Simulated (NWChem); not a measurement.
System: SnH3F; SMILES [F][SnH3]

Here is an NWChem input.

```
start job
memory heap 200 mb stack 900 mb global 1100 mb
geometry units angstroms noautoz
  Sn     0.000000     0.000000    -0.215010
  F      0.000000     0.000000     1.729381
  H      1.240475    -1.085494    -0.662021
  H      0.319828     1.617030    -0.662021
  H     -1.560303    -0.531536    -0.662021
end
basis spherical
  * library def2-svp
end
ecp
  Sn library def2-ecp
end
dft
  xc xpbe96 cpbe96
  grid coarse
  iterations 150
  mulliken
end
task dft gradient
```

NWChem printed, in part:

```
             Northwest Computational Chemistry Package (NWChem) 7.3.0
             --------------------------------------------------------

 C3V symmetry detected

                             Geometry "geometry" -> ""
                             -------------------------

 Output coordinates in angstroms (scale by  1.889725989 to convert to a.u.)

  No.       Tag          Charge          X              Y              Z
 ---- ---------------- ---------- -------------- -------------- --------------
    1 Sn                  50.0000    -0.00000000    -0.00000000    -0.26062074
    2 F                    9.0000    -0.00000000    -0.00000000     1.68377026
    3 H                    1.0000     1.16556334     1.16556334    -0.70763174
    4 H                    1.0000    -1.59218913     0.42662579    -0.70763174
    5 H                    1.0000     0.42662579    -1.59218913    -0.70763174

 Effective nuclear repulsion energy (a.u.)     174.4217610656

      Symmetry information
      --------------------

 Group name             C3v
 Group number             17
 Group order               6
 No. of unique centers     3

 Summary of "ao basis" -> "ao basis" (spherical)
 ------------------------------------------------------------------------------
       Tag                 Description            Shells   Functions and Types
 ---------------- ------------------------------  ------  ---------------------
 Sn                         def2-svp                10       26   4s4p2d
 F                          def2-svp                 6       14   3s2p1d
 H                          def2-svp                 3        5   2s1p

      Symmetry analysis of basis
      --------------------------

        a1         20
        a2          1
        e          34

  Rotation of axis

            General Information
            -------------------
          SCF calculation type: DFT
          Wavefunction type:  closed shell.
          No. of atoms     :     5
          No. of electrons :    34
           Alpha electrons :    17
            Beta electrons :    17
          Charge           :     0
          Spin multiplicity:     1
          Use of symmetry is: on ; symmetry adaption is: on
          Maximum number of iterations: 150
          AO basis - number of functions:    55
                     number of shells:    25
          Convergence on energy requested:  1.00D-06
          Convergence on density requested:  1.00D-05
          Convergence on gradient requested:  5.00D-04

              XC Information
              --------------
          PerdewBurkeErnzerhof Exchange Functional  1.000
            Perdew 1991 LDA Correlation Functional  1.000 local
           PerdewBurkeErnz. Correlation Functional  1.000 non-local

             Grid Information
             ----------------
          Grid used for XC integration:  coarse
          Radial quadrature: Mura-Knowles
          Angular quadrature: Lebedev.
          Tag              B.-S. Rad. Rad. Pts. Rad. Cut. Ang. Pts.
          ---              ---------- --------- --------- ---------
          Sn                  1.45      104           7.0       302
          F                   0.50       35           8.0       302
          H                   0.35       35           8.0       302
          Grid pruning is: on
          Number of quadrature shells:   174
          Spatial weights used:  Erf1

      Superposition of Atomic Density Guess
      -------------------------------------

 Sum of atomic energies:        -349.88609140

      Non-variational initial energy
      ------------------------------

 Total energy =    -314.115039
 1-e energy   =    -675.525236
 2-e energy   =     281.598451
 HOMO         =      -0.382742
 LUMO         =       0.005872

      Symmetry analysis of molecular orbitals - initial
      -------------------------------------------------

  Numbering of irreducible representations:

     1 a1          2 a2          3 e

  Orbital symmetries:

     1 a1          2 a1          3 e           4 e           5 a1
     6 a1          7 e           8 e           9 e          10 e
    11 a1         12 a1         13 e          14 e          15 a1
    16 e          17 e          18 a1         19 a1         20 e
    21 e          22 a1         23 e          24 e          25 a1
    26 e          27 e

     ---------------------------------------------
      Total Density - Mulliken Population Analysis
     ---------------------------------------------

    Atom       Charge   Shell Charges
 -----------   ------   -------------------------------------------------------
    1 Sn  22    20.93   1.60  0.42  0.91  0.34  3.25  2.75  1.04  0.54  9.76  0.32
    2 F    9     9.75   1.99  1.15  0.81  3.56  2.23  0.00
    3 H    1     1.11   0.65  0.45  0.01
    4 H    1     1.11   0.65  0.45  0.01
    5 H    1     1.11   0.65  0.45  0.01

[...]

                         DFT ENERGY GRADIENTS

    atom               coordinates                        gradient
                 x          y          z           x          y          z
   1 Sn     -0.000000  -0.000000  -0.492502    0.000000   0.000000   0.005515
   2 F      -0.000000  -0.000000   3.181864    0.000000  -0.000000  -0.009029
   3 H       2.202595   2.202595  -1.337230   -0.002579  -0.002579   0.001171
   4 H      -3.008801   0.806206  -1.337230    0.003523  -0.000944   0.001171
   5 H       0.806206  -3.008801  -1.337230   -0.000944   0.003523   0.001171
```

Level: PBE/def2-SVP with def2 effective core potentials on Sn. Structure relaxed at the PBE0/def2-SVP level. def2 effective core potentials on Sn; no spin-orbit coupling.
